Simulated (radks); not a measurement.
Q: The rubidium ion Rb3+, 34 electrons, occupied as [Ar] 3d10 4s2 4p3 4f1 (not the ground configuration). All-electron calculation, Dirac Kohn-Sham, PBEsol, spin-unpolarised, spherical densities, point nucleus; open shells fill j = l - 1/2 first. Program: a radial shooting solver on a logarithmic mesh with Libxc functionals. Some entries of the table are withheld. Estimate them.

orbital  occ.  eigenvalue (eV)  <1/r> (bohr^-1)
1s1/2       2        -15063.29              (1)
2s1/2       2        -2050.956            8.499
2p1/2       2        -1864.917            8.471
2p3/2       4        -1804.180            8.159
3s1/2       2        -341.7258            2.825
3p1/2       2              (2)            2.714
3p3/2       4              (3)            2.639
3d3/2       4        -149.0680            2.410
3d5/2       6        -147.5065            2.390
4s1/2       2         -70.5984           0.9857
4p1/2       2              (4)           0.8804
4p3/2       1              (5)           0.8632
4d3/2       0         -28.0142           0.6369
4d5/2       0         -27.8892           0.6339
5s1/2       0         -24.0261           0.4187
4f5/2       1         -12.0629           0.3032
4f7/2       0         -12.0619           0.3032

A: 
(1) 1s1/2 <1/r> (bohr^-1): 37.86
(2) 3p1/2 eigenvalue (eV): -275.0479
(3) 3p3/2 eigenvalue (eV): -265.8917
(4) 4p1/2 eigenvalue (eV): -53.5566
(5) 4p3/2 eigenvalue (eV): -52.3876
